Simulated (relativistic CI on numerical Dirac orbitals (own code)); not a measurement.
Method of calculation: Dirac-Coulomb-Breit CI, orbitals from a KLI potential per configuration, model QED (radiative potential, 1s self-energy scaled to tabulated hydrogen-like ionisation energies), unscaled Slater integrals (own radial code, finite nucleus).

Configuration list (outside the closed core [Ar] 3d10 4d10): 4s2 4p6 4f9, 4s2 4p6 4f8 5s, 4s2 4p6 4f7 5s 5p, 4s2 4p6 4f8 5p, 4s2 4p6 4f8 6s, 4s2 4p5 4f10, 4s2 4p6 4f7 5s2, 4s2 4p6 4f6 5s2 5p, 4s2 4p6 4f6 5s2 6s, 4p6 4f11, 4p5 4f12. Double excitations out of closed p, d and f shells are left out; levels of such configurations are missing from the list, as are those of other unlisted configurations, and high levels can miss mixing partners.

At this charge transitions that keep the count of f electrons are usually good to a few per cent. Terms inside the open d or f shell come out 10 to 20 % too wide with unscaled integrals. Levels that differ in their count of f electrons can be misplaced by several ten thousand cm⁻¹, since the correlation energy of f electrons is missing or only estimated; rates across such gaps can be off by orders of magnitude.

Outline of the computed level scheme of Hf XVIII. Lowest level of each configuration: 4s2 4p6 4f9 6H°_15/2 at 0.0000 eV; 4s2 4p6 4f8 5s 8F_13/2 at 6.7044 eV.

Some strong electric-dipole decays among the lowest 45 levels: 4s2 4p6 4f8 5s 8F_13/2 → 4s2 4p6 4f9 6H°_15/2 (3.9e+01 s⁻¹).

LS names give the leading component of a level, which can be under half, so a name can repeat, a term be missing and a line seem to break the LS rules.
